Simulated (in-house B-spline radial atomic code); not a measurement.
A run on neutral selenium that did not converge. Method: non-relativistic CAM-B3LYP, spin-polarised, spherical fractional occupations, point nucleus; computed with a B-spline radial code for spherical atoms.

Command:
```bash
python run_scf.py task.json out
```
Settings:
```
Z                34
configuration    [Ar] 3d10 4s2 4p3.75 4f0.25
hamiltonian      nr
method           camb3lyp
spin_polarised   True
```

First and last ten iterations of the last attempt (damped for 15 steps, keeping 80 % of the old Fock matrix, then DIIS):
```
 iter        energy (Eh)    residual
    1       -2400.789474    4.28e-01
    2       -2401.237395    1.28e-01
    3       -2401.440672    7.64e-02
    4       -2401.517057    4.56e-02
    5       -2401.545261    3.05e-02
    6       -2401.555647    2.18e-02
    7       -2401.559521    1.57e-02
    8       -2401.561013    1.15e-02
    9       -2401.561619    8.51e-03
   10       -2401.561886    6.35e-03
  111       -2401.562209    1.05e-05
  112       -2401.562202    2.09e-05
  113       -2401.562201    2.27e-05
  114       -2401.562200    2.56e-05
  115       -2401.562200    2.40e-05
  116       -2401.562214    7.87e-06
  117       -2401.562208    1.25e-05
  118       -2401.562206    1.55e-05
  119       -2401.562209    1.05e-05
  120       -2401.562209    1.00e-05
 not converged after 120 iterations
```

The smallest residual met was 6.1e-06; the threshold is about 3e-07. Over the last five steps the energy moves by less than 2e-05 hartree, but the orbitals didn't meet the threshold. Time taken, with all properties: 25 s on 1 thread of Arm Neoverse V1, on a shared host.
